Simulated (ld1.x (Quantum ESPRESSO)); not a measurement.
nitrogen (N): one change to a TM semilocal potential, before and after

| Quantity | Value |
| --- | --- |
| Element | nitrogen |
| Generator | ld1.x (Quantum ESPRESSO) 7.5 |
| Type | norm-conserving Troullier–Martins (semilocal form) |
| Functional | LDA (PZ) |
| Relativity | non-relativistic |
| Frozen core | [He] |
| Valence charge | 5 |
| Reference configuration | 2s1 2p4 |
| Partial waves | 2s (bound): rc 0.70 bohr; 2p (bound): rc 2.20 bohr |
| Local potential | the p channel |
| Core correction | Bessel-smoothed model core, default radius (core density twice the valence density) |

Change: wave 2s (bound): rc 0.70 bohr becomes 2s (bound): rc 0.86 bohr.

Cutoffs: the cutoffs (Ry, on a coarse ladder) from which the occupation-weighted sum of valence levels, in a spherical-Bessel basis at the reference potential, stays within 10 and 1 mRy of its value at 400 Ry; they do not see the model core or the augmentation charge, which bear on the density cutoff. Errors are all-electron minus pseudo energies relative to the spin-unpolarised reference configuration.

Q: What does the change do?

A: The potential gets softer (110 Ry and 260 Ry → 50 Ry and 120 Ry); of the 9 tests that both files solve, the error grows in 1 and shrinks in 1 by more than 15 % and 0.3 meV (median size 24.2 → 28.4 meV); neither file shows a bound ghost. A larger radius leaves more room for a smooth pseudo-wave, so fewer plane waves are needed. A semilocal file is local in each channel, so a ghost entry of none says nothing of the separable form that plane-wave codes build from it.

```csv
quantity,base,changed
"cutoff, loose",110 Ry,50 Ry
"cutoff, tight",260 Ry,120 Ry
loose cutoff by channel (10 mRy a level),"s 110 Ry, p 25 Ry","s 45 Ry, p 25 Ry"
bound ghosts,none,none
"error for 2s2 2p3, meV [ΔE -11.17 eV]",-1.6,-0.8
"error for 2s2 2p2, meV [ΔE 2.56 eV]",+177,+176
"error for 2s2 2p1, meV [ΔE 31.54 eV]",+872,+867
"error for 2s2 2p3.3, meV [ΔE -12.84 eV]",-24,-23
"error for 2s2 2p2.5, meV [ΔE -6.00 eV]",+58,+58
"error for 2s1 2p3, meV [ΔE 13.98 eV]",+1.3,+1.1
"error for 2s2 2p0, meV [ΔE 78.71 eV]",+2883,+2865
"error for 2s1 2p4 (spin-polarised), meV [ΔE -3.20 eV]",+23,+28
"error for 2s2 2p3 (spin-polarised), meV [ΔE -14.07 eV]",-9.6,-9.9
s: phases at 2.39 bohr within 0.05 rad from the reference energy up to (Ry; the scan ends near 5),to the end of the scan,to the end of the scan
p: phases at 2.39 bohr within 0.05 rad from the reference energy up to (Ry; the scan ends near 5),0.8,0.8
```
